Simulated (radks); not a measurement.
Results of a calculation; reference values are marked as such.
The carbon anion C4-, [Ne], held by a Watson sphere: a shell of charge +5.97 at radius R that stands for the Madelung well of a crystal (potential energy -5.97/R inside, -5.97/r outside, in hartree with lengths in bohr). Code: a radial shooting solver on a logarithmic mesh with Libxc functionals. Model: non-relativistic Kohn-Sham, PBEsol, spin-unpolarised, spherical densities, point nucleus. Response by self-consistent Sternheimer equations with the Hartree and adiabatic LDA kernel. The sphere does not respond.

R (bohr)	e(1s) (eV)	e(2s) (eV)	e(2p) (eV)	<r> 2p (bohr)	sum of <r^2> (bohr^2)	X-ray form factor at sin(theta)/lambda = 0.3 1/angstrom	alpha (bohr^3)
1.77	-283.61	-40.049	-30.669	1.639	24.93	2.880	8.628
1.78	-283.55	-39.896	-30.539	1.645	25.10	2.867	8.748
2.86	-280.45	-27.877	-20.458	2.238	44.97	2.344	31.37
3	-280.15	-26.835	-19.565	2.313	47.82	2.350	36.33
3.14	-279.85	-25.880	-18.738	2.388	50.74	2.361	41.93
